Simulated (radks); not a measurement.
Isoelectronic series with 25 electrons, all held in the configuration [Ar] 3d5 4s2, which need not be the ground one along the series. Method: Dirac Kohn-Sham, BLYP, spin-unpolarised, spherical densities, point nucleus; open shells fill j = l - 1/2 first; computed with a radial shooting solver on a logarithmic mesh with Libxc functionals. Total energies (hartree) and orbital eigenvalues (hartree):

ion    E (hartree)      4s1/2      3d5/2
Mn     -1158.63501   -0.18444   -0.24194
Co2+   -1391.82605   -0.93411   -1.48563
Cu4+   -1648.46626   -2.00475   -3.30143
Ga6+   -1928.57351   -3.36260   -5.61851
As8+   -2232.25301   -4.99606   -8.41182
Br10+  -2559.65219   -6.90021  -11.66944
Rb12+  -2910.94718   -9.07303  -15.38468
Nb16+  -3686.04578  -14.22358  -24.17274
Tc18+  -4110.31359  -17.20281  -29.24091
Rh20+  -4559.40508  -20.45327  -34.75653
Ag22+  -5033.60575  -23.97692  -40.71863
In24+  -5533.22367  -27.77611  -47.12650
Sb26+  -6058.59058  -31.85346  -53.97966
I28+   -6610.06324  -36.21194  -61.27775
